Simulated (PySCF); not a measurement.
# N(2+) (nitrogen, charge +2) across methods

[He] 2s2 2p1, 2P determinant. Calculation: PySCF 2.14, in ANO-R3 (4s4p2d1f, 33 functions); scalar relativity by spin-free X2C-1e.

```json
{"method": "PBE", "E (hartree)": "-52.9238", "mean ε 2s α (eV)": "-49.747", "mean ε 2s β (eV)": "-47.814", "mean ε 2p α (eV)": "-38.830", "Σ⟨r²⟩ (bohr²)": "4.980", "⟨S²⟩": "0.751"}
{"method": "r2SCAN", "E (hartree)": "-52.9603", "mean ε 2s α (eV)": "-50.410", "mean ε 2s β (eV)": "-48.116", "mean ε 2p α (eV)": "-39.777", "Σ⟨r²⟩ (bohr²)": "4.978", "⟨S²⟩": "0.753"}
{"method": "B97-3", "E (hartree)": "-52.9866", "mean ε 2s α (eV)": "-52.406", "mean ε 2s β (eV)": "-49.978", "mean ε 2p α (eV)": "-41.398", "Σ⟨r²⟩ (bohr²)": "4.953", "⟨S²⟩": "0.752"}
{"method": "LDA", "E (hartree)": "-52.5067", "mean ε 2s α (eV)": "-49.597", "mean ε 2s β (eV)": "-47.612", "mean ε 2p α (eV)": "-38.579", "Σ⟨r²⟩ (bohr²)": "5.020", "⟨S²⟩": "0.751"}
{"method": "TPSS", "E (hartree)": "-53.0085", "mean ε 2s α (eV)": "-50.283", "mean ε 2s β (eV)": "-48.066", "mean ε 2p α (eV)": "-39.456", "Σ⟨r²⟩ (bohr²)": "4.962", "⟨S²⟩": "0.752"}
{"method": "PBE0", "E (hartree)": "-52.9357", "mean ε 2s α (eV)": "-52.222", "mean ε 2s β (eV)": "-49.738", "mean ε 2p α (eV)": "-41.258", "Σ⟨r²⟩ (bohr²)": "4.973", "⟨S²⟩": "0.752"}
{"method": "UHF", "E (hartree)": "-52.84937", "mean ε 2s α (eV)": "-58.797", "mean ε 2s β (eV)": "-54.173", "mean ε 2p α (eV)": "-48.033", "Σ⟨r²⟩ (bohr²)": "4.987", "⟨S²⟩": "0.754"}
{"method": "M06", "E (hartree)": "-52.9692", "mean ε 2s α (eV)": "-51.958", "mean ε 2s β (eV)": "-49.809", "mean ε 2p α (eV)": "-41.006", "Σ⟨r²⟩ (bohr²)": "4.966", "⟨S²⟩": "0.751"}
```

Problem. Estimate the same row for B3LYP.

Solution. E (hartree) = -52.9945; mean ε 2s α (eV) = -51.751; mean ε 2s β (eV) = -49.416; mean ε 2p α (eV) = -40.998; Σ⟨r²⟩ (bohr²) = 4.973; ⟨S²⟩ = 0.752.
